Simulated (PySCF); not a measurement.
CH3Cl2NSi2, SMILES Cl[Si]1(Cl)N=C[SiH2]1.

Coordinates come from a B3LYP-D3(BJ)/def2-SVP optimisation. The structure was generated by enumeration, and PubChem lists no compound with its InChIKey, so it may never have been made.

The numbers are results of B3LYP-D3(BJ)/def2-SVP run with PySCF, not measurements.

Frequencies are harmonic and unscaled.

Question: Estimate the vibrational spectrum. (Estimate from the structure and the level; the computed values follow.)

Answer: 
| mode | ν (cm⁻¹) | IR (km/mol) | moving atoms (share of kinetic energy) |
|---|---|---|---|
| 1 | 89 | 0.0 | Cl 44 %, Si 26 %, C 17 %, H 10 % |
| 2 | 119 | 0.0 | Cl 25 %, H 25 %, C 22 %, Si 19 %, N 9 % |
| 3 | 161 | 4.7 | Cl 71 %, Si 22 % |
| 4 | 199 | 3.6 | Si 50 %, Cl 26 %, N 17 % |
| 5 | 284 | 18.8 | N 51 %, H 33 %, Cl 10 % |
| 6 | 348 | 2.5 | Cl 58 %, Si 21 %, N 10 % |
| 7 | 462 | 17.5 | H 59 %, Cl 15 %, Si 13 %, N 9 % |
| 8 | 462 | 5.9 | Si 66 %, N 14 %, C 12 % |
| 9 | 545 | 129.7 | Si 40 %, H 19 %, Cl 15 %, C 15 %, N 11 % |
| 10 | 586 | 4.9 | H 91 % |
| 11 | 613 | 127.5 | Si 65 %, Cl 24 % |
| 12 | 657 | 53.9 | Si 35 %, H 35 %, C 24 % |
| 13 | 750 | 32.1 | N 50 %, Si 24 %, H 15 %, C 10 % |
| 14 | 767 | 157.0 | H 42 %, Si 28 %, C 20 %, N 10 % |
| 15 | 897 | 37.0 | H 71 %, C 27 % |
| 16 | 941 | 88.4 | H 92 % |
| 17 | 1286 | 17.4 | H 80 %, C 12 % |
| 18 | 1580 | 41.6 | C 53 %, N 46 % |
| 19 | 2206 | 95.7 | H 98 % |
| 20 | 2222 | 84.2 | H 96 % |
| 21 | 3027 | 41.9 | H 92 %, C 8 % |
